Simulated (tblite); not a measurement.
Species: C6H5BrN2.
Numbering: `[H]/[N:1]=[CH:2]/[c:3]1[cH:4][cH:5][c:6]([Br:7])[n:8][cH:9]1` (hydrogens: H10 on N1; H11 on C2; H12 on C4; H13 on C5; H14 on C9)

Computed with GFN2-xTB (tblite), gas phase: L-BFGS steps from a force-field or distance-geometry start until the largest atomic force falls under 0.01 eV/Å.

At the end of the run (lengths in Å): N1=C2 1.259, N8–C9 1.319, C6–N8 1.313, C6–Br7 1.896, C2–C3 1.459, C9–H14 1.083, C4–C5 1.380, N1–C2–C3 120.4°, Br7–C6–N8 115.6°, C2–C3–C9 121.1°, C2–C3–C4 121.2°, N1–C2–C3–C4 0°.

Problem. These geometries were met on the way; a selection of coordinates is given. Order them by energy above the end point, lowest first.
A. N1=C2 1.264, N8–C9 1.326, C6–N8 1.315, C6–Br7 1.925, C2–C3 1.478, C9–H14 1.101, C4–C5 1.379, N1–C2–C3 117.4°, Br7–C6–N8 118.7°, C2–C3–C9 123.9°, C2–C3–C4 119.7°, N1–C2–C3–C4 1°
B. N1=C2 1.261, N8–C9 1.322, C6–N8 1.313, C6–Br7 1.902, C2–C3 1.461, C9–H14 1.084, C4–C5 1.377, N1–C2–C3 119.0°, Br7–C6–N8 115.8°, C2–C3–C9 123.4°, C2–C3–C4 118.5°, N1–C2–C3–C4 0°
C. N1=C2 1.311, N8–C9 1.364, C6–N8 1.347, C6–Br7 1.917, C2–C3 1.464, C9–H14 1.083, C4–C5 1.398, N1–C2–C3 116.9°, Br7–C6–N8 117.8°, C2–C3–C9 121.5°, C2–C3–C4 120.6°, N1–C2–C3–C4 2°
D. N1=C2 1.263, N8–C9 1.325, C6–N8 1.316, C6–Br7 1.912, C2–C3 1.472, C9–H14 1.076, C4–C5 1.377, N1–C2–C3 116.9°, Br7–C6–N8 117.4°, C2–C3–C9 124.0°, C2–C3–C4 119.8°, N1–C2–C3–C4 -1°
E. N1=C2 1.258, N8–C9 1.321, C6–N8 1.313, C6–Br7 1.889, C2–C3 1.460, C9–H14 1.077, C4–C5 1.374, N1–C2–C3 117.8°, Br7–C6–N8 117.4°, C2–C3–C9 124.1°, C2–C3–C4 119.1°, N1–C2–C3–C4 0°

Solution. B (0.014 eV), E (0.026 eV), D (0.048 eV), A (0.133 eV), C (0.354 eV).

```
step  E above end (eV)  rms distance from the end, all atoms (Å)  largest force (eV/Å)  rms shift of all bonds from the end (Å)
  11             0.014                                     0.052                 0.111                                    0.002
   6             0.026                                     0.065                 0.226                                    0.003
   4             0.048                                     0.072                 0.360                                    0.007
   2             0.133                                     0.086                 0.828                                    0.011
   0             0.354                                     0.094                 3.697                                    0.023
```

Rows stand in the order of the answer.
